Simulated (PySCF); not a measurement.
These are CAM-B3LYP-D3(BJ)/def2-TZVP in PySCF values and carry that method's errors. All species are isolated molecules in the gas phase. Delta-SCF ions had no search for a lower state. Excitations are Tamm–Dancoff values on a coarser integration grid. The basis has no diffuse functions, so Rydberg states are missing or too high.

Reference species (SMILES): `N#CN=[SiH2]` (neutral, multiplicity 1).

| Property | Value |
|---|---|
| HOMO | -8.92 eV |
| vertical ionisation energy (Delta-SCF) | 9.75 eV |
| S1–T1 gap (TDA) | 0.40 eV |
| HOMO–LUMO gap | 6.91 eV |

Changed species: `[H]/N=[SiH]/C#N`.

### Question
Predict the effect on the HOMO, vertical ionisation energy (Delta-SCF), S1–T1 gap (TDA) and HOMO–LUMO gap.

### Answer
the HOMO decreases by 0.78 eV, to -9.70 eV; the vertical ionisation energy (Delta-SCF) goes up by 0.68 eV, to 10.43 eV; the S1–T1 gap (TDA) increases by 0.43 eV, to 0.83 eV; the HOMO–LUMO gap increases by 1.20 eV, to 8.11 eV.
